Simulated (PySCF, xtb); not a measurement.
Zn(SH) (HSZn), SMILES [SH][Zn+], charge +1.

GFN2-xTB run with xtb at its own geometry gives an orbital gap of 0.92 eV.

Geometry: B3LYP-D3(BJ)/def2-TZVP. The spin state was assumed, not searched. The isomer is the one that the SMILES or the coordinates give; other isomers of the formula were not compared.

**Question.** What does CAM-B3LYP/def2-TZVPD run with PySCF give? (The exact figures need the calculation; the answer reports its results.)

**Answer.** gap 5.23 eV (levels -14.62 and -9.39 eV).
